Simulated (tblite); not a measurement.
C5H8O2Si2.
Cartesian coordinates in Å at the GFN2-xTB level; atoms count from 1:
```
atom  x, y, z in Å
C1     2.7291   -2.8477    1.2313
C2     2.3956   -1.7507    0.8704
Si3    1.9002   -0.0630    0.2938
C4     0.3737   -0.1128   -0.8138
C5    -0.6860    0.4868   -0.2654
C6    -2.0313    0.6303   -0.9049
O7    -3.0539    0.8323    0.0476
Si8   -0.3580    1.2002    1.4603
O9     1.2184    0.7580    1.5479
H10    3.0193   -3.8063    1.5552
H11    3.0296    0.7319   -0.1759
H12    0.3306   -0.5626   -1.7971
H13   -2.0429    1.5307   -1.5288
H14   -2.2631   -0.2315   -1.5493
H15   -3.0956    0.0568    0.6162
H16   -1.0591    0.5059    2.5370
H17   -0.4137    2.6537    1.5152
```

Computed values, GFN2-xTB/tblite, gas phase, harmonic and unscaled. Errors from tens to a few hundred cm⁻¹ against measured bands are possible. Modes of hydrogen on silicon can be 10 to 20 % off. One conformer, not necessarily the lowest.

Harmonic wavenumbers (cm⁻¹): 37.5, 65.6, 78.0, 133.1, 155.4, 194.3, 271.4, 287.0, 303.9, 351.1, 379.9, 393.7, 501.0, 550.3, 566.6, 579.3, 615.4, 625.0, 637.8, 678.3, 682.7, 707.8, 758.3, 793.3, 803.1, 815.8, 908.0, 933.4, 1055.9, 1121.1, 1137.9, 1227.4, 1298.5, 1328.5, 1453.3, 1617.5, 2211.3, 2274.9, 2282.7, 2323.7, 2857.0, 2939.4, 3036.2, 3350.6, 3561.2.

A = 2316, B = 696.6, C = 630.2 MHz; mass 156.006 u (most abundant isotopes); point group C1, symmetry number 1.

Task: Zero-point energy?

Result: ½Σν̃ = 24442 cm⁻¹ = 69.88 kcal/mol.

Task: Entropy at 400 K, 1 bar (ideal gas, RRHO, classical rotation)?

Result: Translation 42.53, rotation 31.01, vibration 46.77: S = 120.3 cal/(mol K).

Task: And Cp and H(400 K) − H(0)?

Result: Cp = 53.40 cal/(mol K), of which vibrations give 45.45 (their classical limit is 45 R = 89.4); H(400 K) − H(0) = 12.85 kcal/mol without the zero-point energy, 9.67 from vibrations.

Task: Blend soft modes into free rotors: weight 1/[1 + (100 cm⁻¹/ν̃)⁴] for the oscillator and the rest for a rotor with moment μB/(μ + B), μ = h/(8π²ν), B = 10⁻⁴⁴ kg m². What vibrational entropy results?

Result: 42.82 cal/(mol K) in place of 46.77, which changes −T·S at 400 K by +1.58 kcal/mol.

Task: How do the functions run with temperature in this model?

Result: 
```
 T (K)  S (cal/(mol K))  Cp (cal/(mol K))  H − H(0) (kcal/mol)  G − H(0) (kcal/mol)  ln q(vib)
   150             82.1              26.5                 2.55                -9.76       3.67
   250             98.6              39.0                 5.84               -18.82       6.75
298.15            106.0              44.3                 7.85               -23.74       8.24
   600            144.4              65.4                24.83               -61.83      17.23
   900            173.2              76.1                46.19              -109.66      25.06
```

q(vib) and H(0) count from the zero-point level.

Hindered rotation and anharmonicity are outside this model. Other conformers, if any are populated, would add a mixing term that is left out. The structure is chiral; the term R ln 2 for an equal mix with its mirror image is left out.
